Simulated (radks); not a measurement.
The numbers below are computed, except where a source is named.
Question: Ionisation of the potassium ion K+, [Ar], to K2+, [Ne] 3s2 3p5, under several functionals. Non-relativistic Kohn-Sham, spin-unpolarised, spherical densities, point nucleus; a radial shooting solver on a logarithmic mesh with Libxc functionals. The NIST Atomic Spectra Database gives 31.625 eV (measured). Rank these functionals by the error of their Delta-SCF ionisation energy: PBE; HCTH/407; exchange-only B88; OLYP; B86b exchange with PBE correlation; BP86; XLYP; PW91; SOGGA.

Answer: From best to worst: SOGGA 31.789 eV (+0.164); XLYP 31.833 eV (+0.208); PBE 31.943 eV (+0.318); B86b exchange with PBE correlation 31.975 eV (+0.350); OLYP 32.016 eV (+0.391); PW91 32.017 eV (+0.392); BP86 32.020 eV (+0.395); HCTH/407 32.405 eV (+0.780); exchange-only B88 30.796 eV (-0.829). Spin polarisation and multiplet splitting are left out, so open shells lie too high by an amount that depends on their filling.

Beside tabulated values, note that spin-unpolarised runs miss the spin-polarisation part of the exchange energy of open shells.
